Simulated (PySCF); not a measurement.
**Unknown compound**

The spectra below were simulated for a compound C$_{3}$H$_{6}$F$_{4}$Si.

¹H NMR (400 MHz, computed): δ 4.06 (m, 3H), 1.77 (m, 3H).

¹³C{¹H} NMR (computed): δ 135.1, 93.8, 20.6.

Theoretical values (PySCF 2.14.0 with density-fitted response routines): geometry: GFN2-xTB, GIAO PBE0/pcSseg-1 shieldings. Gas phase, non-relativistic Hamiltonian, one conformer, rapidly exchanging positions averaged.

Scale: ¹H (σref 31.72), ¹³C (σref 186.93) against TMS (reference shieldings calculated alike).

Problem. Propose a structure and justify it.

Solution. 
1. The formula gives 0 degrees of unsaturation.
2. 3 carbon signals for 3 carbons: no two carbons are equivalent.
3. Carbon types of the structure: 2 × C, 1 × CH3, leaving 3 H on heteroatoms.
4. δC 135.1: CF3 carbon; 3 electronegative neighbours deshield it.
5. δC 93.8: fully substituted sp3 carbon bonded to F and Si; deshielded by the electronegative neighbour.
6. δC 20.6: methyl carbon; a saturated carbon with 1 carbon neighbour and no heteroatom attached.
7. δH 4.06: hydrogen on a silicon bonded to C.
8. δH 1.77: hydrogen on a methyl carbon.

These data were computed for SMILES C[C@@](F)([SiH3])C(F)(F)F.

The shifts were computed for this structure.

Splittings by ¹⁹F in the carbon and heteronuclear signals aren't shown, as no couplings were computed. Shifts are as computed. Against solution values, carbons near 30 ppm lie about +3 ppm off and those near 130 ppm about +5 ppm. Of 1211 compounds with measured shifts, 218 miss one by over three times the rms of a fit or turn the order of signals round; such compounds aren't used in these exercises. No couplings were computed; multiplicities are counted from neighbouring protons, with m where these are inequivalent, close in shift, in a saturated or five-membered ring or joined by F or P, and br s for small geminal =CH2 splittings.
